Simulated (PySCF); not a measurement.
## Se²⁺ (selenium, charge +2) across methods

[Ar] 3d10 4s2 4p2, high-spin 3P determinant. Calculation: PySCF 2.14, in aug-cc-pVQZ-PP with one added diffuse shell each of s, p, d, f, g type with ECP10MDF (8s7p6d4f3g, 114 functions); scalar relativity through the core potential.

```json
{"method": "PBE0", "E (hartree)": "-371.9595", "mean ε 4s α (eV)": "-40.438", "mean ε 4s β (eV)": "-37.508", "mean ε 4p α (eV)": "-27.704", "Σ⟨r²⟩ (bohr²)": "23.51", "⟨S²⟩": "2.003"}
{"method": "PBE", "E (hartree)": "-371.9908", "mean ε 4s α (eV)": "-38.343", "mean ε 4s β (eV)": "-36.282", "mean ε 4p α (eV)": "-26.204", "Σ⟨r²⟩ (bohr²)": "23.54", "⟨S²⟩": "2.002"}
{"method": "LDA", "E (hartree)": "-371.4292", "mean ε 4s α (eV)": "-38.604", "mean ε 4s β (eV)": "-36.791", "mean ε 4p α (eV)": "-26.229", "Σ⟨r²⟩ (bohr²)": "23.50", "⟨S²⟩": "2.001"}
{"method": "UHF", "E (hartree)": "-370.78442", "mean ε 4s α (eV)": "-45.828", "mean ε 4s β (eV)": "-39.859", "mean ε 4p α (eV)": "-31.448", "Σ⟨r²⟩ (bohr²)": "23.69", "⟨S²⟩": "2.008"}
{"method": "r2SCAN", "E (hartree)": "-371.8602", "mean ε 4s α (eV)": "-39.198", "mean ε 4s β (eV)": "-36.524", "mean ε 4p α (eV)": "-26.765", "Σ⟨r²⟩ (bohr²)": "23.43", "⟨S²⟩": "2.004"}
{"method": "wB97X-V", "E (hartree)": "-371.9640", "mean ε 4s α (eV)": "-43.068", "mean ε 4s β (eV)": "-40.228", "mean ε 4p α (eV)": "-30.005", "Σ⟨r²⟩ (bohr²)": "23.56", "⟨S²⟩": "2.002"}
{"method": "TPSSh", "E (hartree)": "-371.9081", "mean ε 4s α (eV)": "-39.397", "mean ε 4s β (eV)": "-36.608", "mean ε 4p α (eV)": "-26.983", "Σ⟨r²⟩ (bohr²)": "23.51", "⟨S²⟩": "2.002"}
```

Q: Estimate the same row for HSE06.

A: E (hartree) = -371.9530; mean ε 4s α (eV) = -40.002; mean ε 4s β (eV) = -37.252; mean ε 4p α (eV) = -27.260; Σ⟨r²⟩ (bohr²) = 23.52; ⟨S²⟩ = 2.002.

Energies and moments cover only the electrons outside the core potential.
